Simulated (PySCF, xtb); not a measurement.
Te(H)(NH2) (H₃NTe), SMILES N[TeH].

GFN2-xTB run with xtb 6.7.1 at its own geometry gives an orbital gap of 4.10 eV and a dipole moment of 1.18 D.

Geometry optimised at B3LYP-D3(BJ)/def2-TZVP. The def2 effective core potentials stand for the cores of Te; spin–orbit coupling is left out.

What does HF/def2-TZVPD (PySCF) give? (Estimate from the structure and the level; the computed values follow.)

gap 9.59 eV (levels -8.66 and 0.93 eV), dipole 1.40 D.
